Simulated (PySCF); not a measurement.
Spin-orbit coupling and the third ionisation energy along the noble gases

Two-component X2C-1e calculated with PySCF 2.14: MP2 on generalised Hartree-Fock spinors (GMP2), with spin-orbit coupling off and on (screened by Boettger's factors); no Breit or QED terms. Values in eV; the references (NIST) lie between the lowest levels. Elements whose determinants are no pure J levels are left out.

```json
{"element": "Ne (x2c-SVPall-2c, 1s2 frozen)", "configurations": "[He] 2s2 2p4 → [He] 2s2 2p3", "spin-free": "62.542", "with spin-orbit": "62.579", "shift": "0.038", "reference": "63.423"}
{"element": "Ar (x2c-SVPall-2c, [Ne] frozen)", "configurations": "[Ne] 3s2 3p4 → [Ne] 3s2 3p3", "spin-free": "39.968", "with spin-orbit": "40.040", "shift": "0.072", "reference": "40.735 ± 0.012 (s)"}
{"element": "Kr (x2c-SVPall-2c, [Ne] frozen)", "configurations": "[Ar] 3d10 4s2 4p4 → [Ar] 3d10 4s2 4p3", "spin-free": "34.830", "with spin-orbit": "35.079", "shift": "0.249", "reference": "35.838 ± 0.02"}
{"element": "Xe (x2c-SVPall-2c, [Ar] 3d10 frozen)", "configurations": "[Kr] 4d10 5s2 5p4 → [Kr] 4d10 5s2 5p3", "spin-free": "29.760", "with spin-orbit": "30.166", "shift": "0.407", "reference": "31.05 ± 0.04 (s)"}
```

The largest shift is at Xe, 0.407 eV, where spin-orbit coupling lowers the species with more electrons by more than the one with fewer (starting occupations 5p1/2^2 5p3/2^2 and 5p1/2^2 5p3/2^1).

What remains against the references is mostly the basis and correlation beyond MP2. References marked (s) are semi-empirical, (t) theoretical.
